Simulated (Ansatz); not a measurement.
`OCN[SiH2]S` → `NC(O)S[SiH3]`  (isomerisation)

Program: Ansatz. Geometries: PBE0-D4/def2-TZVP. ΔE: electronic, gas phase. CBS: MP2 limit from def2 TZ/QZ plus the TZ coupled-cluster correction, frozen cores. DFT in def2-TZVPP. B3LYP here is the variant with VWN-RPA as its local correlation; programs differ in this. Each species was taken in one conformer, which may not be the lowest.

`OCN[SiH2]S`:

Z-matrix (Å, degrees):
```
C
N 1 1.438
O 1 1.405 2 114.2
H 1 1.092 2 110.4 3 118.7
H 1 1.099 2 107.7 3 -123.8
Si 2 1.711 1 121.7 3 86.3
H 2 1.009 1 113.2 3 -64.1
H 3 0.965 1 107.4 2 -59.2
S 6 2.164 2 113.3 1 -50.1
H 6 1.483 2 110.9 1 67.3
H 6 1.481 2 106.9 1 -169.8
H 9 1.342 6 94.2 2 106.8
```

`NC(O)S[SiH3]`:

Cartesian coordinates in Å:
```
N 0.807 1.774 1.068
C 0.106 0.834 0.262
O 0.790 0.610 -0.934
S -0.099 -0.813 1.077
Si -0.771 -1.937 -0.609
H 1.670 1.379 1.423
H 0.247 2.100 1.843
H -0.904 1.221 0.080
H 1.014 1.479 -1.289
H -1.814 -1.168 -1.337
H 0.320 -2.305 -1.542
H -1.366 -3.175 -0.042
```

| level | ΔE (kJ/mol) | difference from CCSD(T)/CBS |
| --- | --- | --- |
| PBE-D4 | 88.9 | -10.2 |
| r2SCAN-D4 | 94.3 | -4.8 |
| PBE0-D4 | 94.2 | -4.9 |
| B3LYP-D4 | 98.4 | -0.7 |
| ωB97X-V | 96.9 | -2.2 |
| ωB97M-V | 98.4 | -0.7 |
| B2PLYP | 99.5 | 0.4 |
| PBE | 88.8 | -10.3 |
| r2SCAN | 94.1 | -5.0 |
| PBE0 | 93.9 | -5.2 |
| B3LYP | 98.4 | -0.7 |
| HF/def2-TZVPP | 106.0 | 6.9 |
| MP2/def2-TZVPP | 100.1 | 1.0 |
| SCS-MP2/def2-TZVPP | 100.2 | 1.1 |
| CCSD/def2-TZVPP | 101.8 | 2.7 |
| CCSD(T)/def2-TZVPP | 99.0 | -0.1 |
| HF/def2-QZVPP | 106.9 | 7.8 |
| MP2/def2-QZVPP | 100.4 | 1.3 |
| SCS-MP2/def2-QZVPP | 100.7 | 1.6 |
| HF/CBS(def2) | 107.0 | 7.9 |
| MP2/CBS(def2) | 100.2 | 1.1 |
| CCSD/CBS(def2) | 101.9 | 2.8 |
| CCSD(T)/CBS | 99.1 | 0 |

Largest T1 diagnostic among the species: 0.012.

In def2-TZVPP, CCSD(T) changes the Hartree–Fock value by −7.0 kJ/mol (the triples alone add −2.8 kJ/mol) and MP2 by −5.9 kJ/mol. From PBE to PBE0 (25 % exact exchange), in def2-TZVPP and without D4, ΔE moves by +5.1 kJ/mol.
